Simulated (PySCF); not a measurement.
Species: C₇H₈Si (triplet state).
Geometry (GFN2-xTB, Å), atoms numbered from 1 in this order:
```
atom  x, y, z in Å
Si1    3.2419   -0.2076   -0.0499
C2     1.4715   -0.6172   -0.1394
C3     0.1545   -0.2918   -0.0661
C4    -0.8680   -1.2621   -0.2825
C5    -2.1942   -0.9210   -0.2052
C6    -2.5769    0.3851    0.0860
C7    -1.6014    1.3553    0.3020
C8    -0.2692    1.0413    0.2315
H9     3.5386    1.0619   -0.7333
H10    3.9917   -1.2856   -0.7031
H11    3.6522   -0.1022    1.3565
H12   -0.5693   -2.2746   -0.5086
H13   -2.9510   -1.6742   -0.3722
H14   -3.6227    0.6443    0.1450
H15   -1.8975    2.3699    0.5288
H16    0.4922    1.7876    0.3993
```

The hyperfine couplings belong to this conformer and change with its torsions.

As a line formula: `[SiH3][C]c1ccccc1` [triplet].

Method: UKS B3LYP, pcH-1 on C H Si, non-relativistic, mean-field spin-orbit, GIAO in PySCF 2.14.0. Geometry: GFN2-xTB, one conformer, isolated molecule. This triplet need not be the ground state; the singlet was not compared here. Couplings are sensitive to structure, and on GFN2-xTB geometries they can be far from those on DFT ones. No stability test was run, so a lower SCF solution isn't excluded.

The isotropic 13C couplings are +109.6, +47.8, +42.0, -29.7, +12.6, -7.8, -5.3 MHz. Assign them to C2; C3; C4; C5; C6; C7; C8.

| site | a_iso (MHz) | ρ(0) (bohr⁻³) | position | distance from C2 (Å) | spin population | largest \|T\| (MHz) |
| --- | --- | --- | --- | --- | --- | --- |
| C2 | +109.6 | +0.1951 | largest spin population | 0.00 | +1.63 | 65.2 |
| C3 | -29.7 | -0.0529 | 1 bond from C2 | 1.36 | -0.27 | 13.5 |
| C4 | +42.0 | +0.0747 | 2 bonds from C2 | 2.43 | +0.28 | 17.2 |
| C5 | -7.8 | -0.0140 | 3 bonds from C2 | 3.68 | -0.13 | 8.6 |
| C6 | +12.6 | +0.0224 | 4 bonds from C2 | 4.18 | +0.29 | 21.4 |
| C7 | -5.3 | -0.0095 | 3 bonds from C2 | 3.68 | -0.13 | 8.8 |
| C8 | +47.8 | +0.0851 | 2 bonds from C2 | 2.43 | +0.29 | 16.6 |

ρ(0) is the spin density at the nucleus and T the dipolar tensor; a_iso includes a spin–orbit part; entries for several nuclei are means. The Mulliken spin populations are largest on C2 (+1.63), C8 (+0.29), C6 (+0.29) and C4 (+0.28). Four atoms exceed +0.15. The positive populations add up to 2.62 and the negative ones to -0.62, together 2S = 2.

Means are taken over nuclei equivalent by connectivity, which assumes that they swap fast. C4 and C8, with what hangs on them, aren't averaged: C3 is flat or nearly so (angle sum 360°), and its turn about the short C3–C2 bond (1.36 Å) is taken as slow. The three 1H nuclei of mean +36.9 MHz run from 28.0 to 46.9 MHz in the frozen geometry.

Time: 2.5 min wall (grids of density and orbitals included); peak memory 0.97 GiB. Hardware: Arm Neoverse V1, one thread, on a shared host.
